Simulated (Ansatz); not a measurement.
Calculated with Ansatz (gas phase, PBE0-D4/def2-TZVP geometries, no zero-point term in ΔE). CBS: MP2 limit from def2 TZ/QZ plus the TZ coupled-cluster correction, frozen cores. Functionals use def2-TZVPP. def2 core potentials past Kr. For Ge, Hf outer-core shells are correlated without core-valence functions, which leaves a few kJ/mol of doubt a bond. Scalar relativity is left out up to krypton. One conformer a species, not always the lowest.

`O=C=[N][Hf]([Cl])([Cl])[Cl]` + `[F][Ge]([F])([F])[c]1ccccc1` → `[Cl][Hf]([Cl])([Cl])[c]1ccccc1` + `O=C=[N][Ge]([F])([F])[F]`  (redistribution)

`O=C=[N][Hf]([Cl])([Cl])[Cl]`:

```xyz
7

O     0.092    2.526   -2.155
C     0.060    1.644   -1.403
N     0.027    0.728   -0.621
Hf   -0.029   -0.795    0.678
Cl   -2.073   -1.884    0.475
Cl    1.707   -2.263    0.193
Cl    0.216    0.044    2.832
```

`[F][Ge]([F])([F])[c]1ccccc1`:

```xyz
15

F     0.032   -0.968    3.343
Ge    0.249    0.440    2.390
F    -0.861    1.572    3.040
F     1.791    1.078    2.780
C     0.056    0.095    0.526
C     0.770    0.856   -0.397
C     0.620    0.608   -1.752
C    -0.235   -0.395   -2.184
C    -0.943   -1.156   -1.265
C    -0.799   -0.915    0.092
H     1.446    1.634   -0.062
H     1.176    1.197   -2.472
H    -0.349   -0.587   -3.244
H    -1.607   -1.942   -1.605
H    -1.346   -1.517    0.809
```

`[Cl][Hf]([Cl])([Cl])[c]1ccccc1`:

```xyz
15

Cl   -3.193    1.058   -2.274
Hf   -1.691    1.929   -0.719
Cl   -0.352    3.621   -1.602
Cl   -2.726    2.603    1.259
C    -0.347    0.310   -0.179
C     0.662    0.604    0.748
C     1.568   -0.363    1.158
C     1.480   -1.648    0.644
C     0.490   -1.965   -0.276
C    -0.414   -0.996   -0.683
H     0.754    1.604    1.167
H     2.341   -0.115    1.876
H     2.186   -2.407    0.961
H     0.423   -2.971   -0.676
H    -1.180   -1.264   -1.403
```

`O=C=[N][Ge]([F])([F])[F]`:

Cartesian coordinates in Å:
```
O 1.463 1.345 -2.175
C 0.770 1.071 -1.292
N 0.013 0.874 -0.371
Ge -0.438 -0.482 0.684
F -1.619 0.040 1.781
F 0.888 -1.063 1.572
F -1.078 -1.786 -0.199
```

```
         level  ΔE (kcal/mol)
   LDA (SPW92)           35.3
       BLYP-D4           35.3
       ωB97X-V           33.6
      PBE-QIDH           32.6
       r2SCAN0           33.7
  MP2/def2-SVP           30.9
 HF/def2-TZVPP           33.4
MP2/def2-TZVPP           31.2
```

(1) What does CCSD(T)/CBS give? (Best estimate.)

Largest T1 diagnostic among the species: 0.016.

## Answers

(1) The calculation gave: +33.0 kcal/mol. The listed levels differ from it by 2.3, 2.3, 0.6, -0.4, 0.7, -2.1, 0.4, -1.8 kcal/mol.

From PBE to PBE0 (25 % exact exchange), in def2-TZVPP and without D4, ΔE moves by −0.7 kcal/mol. Leaving LDA and LC-ωPBE aside and taking each functional with its dispersion term where it has one, the values spread over 2.8 kcal/mol, from PBE-QIDH to BLYP-D4.

CCSD(T)/CBS has its own doubt, a few kJ/mol and more with outer-core shells, so smaller differences from it don't rank the levels.
